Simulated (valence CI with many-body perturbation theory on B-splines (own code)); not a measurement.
# Pb⁶⁰⁺: what each term of the Hamiltonian does

Computed by configuration interaction combined with many-body perturbation theory (CI+MBPT): four valence electrons over a frozen Dirac-Fock core [Ar], radial functions for each j: 9 s, 9 p, 10 d, 8 f, 5 g, 3 h, 1 i, with the one-electron correlation potential Σ1 (screened to all orders), the two-electron term Σ2, the three-electron term Σ3, Breit, model QED; selected single and double excitations, second order for the rest (own B-spline code, finite nucleus).

The last digits are not significant, and no measured levels were compared; by estimate large intervals hold to a few tenths of a per cent, small ones and those within an open d or f shell to about a per cent. The list stops below the first excitations out of the core. Only levels of the ground parity were solved; by the run's estimate the other parity begins above the list, which can be wrong where configurations are misplaced.

Each rung adds one term. CI alone is the Dirac-Coulomb CI over the frozen core; QED comes last and gives the full result, which names the levels. Energies are above (3d3/2^4) J=0 on the same rung, in cm⁻¹.

Levels are named by their leading jj configuration (3d3/2^4 stands for four electrons in 3d with j = 3/2), which in mixed levels can hold well under half, so a name can repeat and another be missing. Letters in brackets count levels of one name in rising energy.

```tsv
Level	CI alone
(3d3/2^3 3d5/2) J=1	884514
(3d3/2^3 3d5/2) J=4	1009600
(3d3/2^3 3d5/2) J=2	1039790
(3d3/2^3 3d5/2) J=3	1070150
(3d3/2^2 3d5/2^2) J=2 [a]	1850200
(3d3/2^2 3d5/2^2) J=0	1850260
(3d3/2^2 3d5/2^2) J=4 [a]	1888680
(3d3/2^2 3d5/2^2) J=3 [a]	1904020
(3d3/2^2 3d5/2^2) J=5	1945870
(3d3/2^2 3d5/2^2) J=6	1980800
(3d3/2^2 3d5/2^2) J=1	1988870
(3d3/2^2 3d5/2^2) J=3 [b]	2017100
(3d3/2^2 3d5/2^2) J=4 [b]	2031490
(3d3/2^2 3d5/2^2) J=2 [b]	2043590
(3d3/2^2 3d5/2^2) J=2 [c]	2154510
(3d3/2^2 3d5/2^2) J=4 [c]	2211720
```

(1) What do these energies become with core correlation, Breit and QED?

(2) How does the ionisation energy move along the ladder, and which term matters most?

Answers

(1) (3d3/2^3 3d5/2) J=1 875165 (-9349); (3d3/2^3 3d5/2) J=4 980023 (-29577); (3d3/2^3 3d5/2) J=2 1019230 (-20563); (3d3/2^3 3d5/2) J=3 1047850 (-22299); (3d3/2^2 3d5/2^2) J=2 [a] 1827370 (-22830); (3d3/2^2 3d5/2^2) J=0 1829530 (-20727); (3d3/2^2 3d5/2^2) J=4 [a] 1852630 (-36046); (3d3/2^2 3d5/2^2) J=3 [a] 1873440 (-30582); (3d3/2^2 3d5/2^2) J=5 1900350 (-45519); (3d3/2^2 3d5/2^2) J=6 1923800 (-57005); (3d3/2^2 3d5/2^2) J=1 1958700 (-30160); (3d3/2^2 3d5/2^2) J=3 [b] 1977960 (-39149); (3d3/2^2 3d5/2^2) J=4 [b] 1983840 (-47644); (3d3/2^2 3d5/2^2) J=2 [b] 2004500 (-39090); (3d3/2^2 3d5/2^2) J=2 [c] 2122900 (-31604); (3d3/2^2 3d5/2^2) J=4 [c] 2171610 (-40110).

(2) CI alone 6437.9, + Σ1 6440.6, + Σ2 6449.7, + Σ3 6449.8, + Breit 6442.6, + QED 6442.9 eV. The largest step is Σ2, 9.1 eV. NIST lists 6442 ± 10 eV (theoretical).
